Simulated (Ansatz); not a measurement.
`C=C[SiH2]N[SiH3]` + HCl → `[SiH3]N[SiH2]Cl` + `C=C` at 298.15 K and 1 bar (ligand exchange at the Si–C bond).

Program: Ansatz. Geometries: PBE0-D4/def2-TZVP. ΔE: electronic, gas phase. CCSD(T)/CBS is the MP2 limit (def2-TZVPP, def2-QZVPP) plus CCSD(T) − MP2 in def2-TZVPP, frozen cores. This one scheme is used for every species. Each species was taken in one conformer, which may not be the lowest.

```tsv
species	CCSD(T)/CBS energy (Eh)	H − E (kJ/mol)	S (J/(mol·K))
`C=C[SiH2]N[SiH3]`	-714.40667	290.8	389.1
HCl	-460.38127	26.6	186.8
`[SiH3]N[SiH2]Cl`	-1096.34659	180.1	353.5
`C=C`	-78.48111	144.6	218.9
```

H − E and S are ideal-gas, rigid-rotor, harmonic terms from PBE0-D4/def2-TZVP, for one conformer and one mirror image of each species. 1 Eh = 2625.50 kJ/mol, R = 8.31446 J/(mol·K).

Question: By hand: ΔE, ΔH, ΔS and ΔG.

Answer: ΔE = (-1096.34659) + (-78.48111) − (-714.40667) − (-460.38127) = -0.03976 Eh = -104.4 kJ/mol. Δ(H − E) = 180.1 + 144.6 − 290.8 − 26.6 = 7.3, so ΔH = -97.1 kJ/mol. ΔS = 353.5 + 218.9 − 389.1 − 186.8 = -3.5 J/(mol·K). ΔG = -97.1 − 298.15 × (-3.5)/1000 = -96.1 kJ/mol.

Question: By hand: the equilibrium constant, and the temperature at which ΔG would vanish if ΔH and ΔS stayed fixed.

Answer: log₁₀ K = −ΔG/(RT ln 10) = 16.8. ΔG = 0 at ΔH/ΔS = 27743 K, far beyond where these terms or the molecules hold.

The number of gas molecules stays the same, so ΔS is small and ΔH decides. A doubt of 5 kJ/mol in ΔE shifts log₁₀ K by 0.9 here. Other conformers and mirror images would add mixing entropy, several J/(mol·K) or more a flexible species. Modes under 60 cm⁻¹, often nearly free rotors, make the harmonic entropy too high. These are equilibria of isolated gas molecules and say nothing of rates. Largest T1 diagnostic: 0.011 (customary marks: 0.02 for closed shells, 0.045 for open ones).
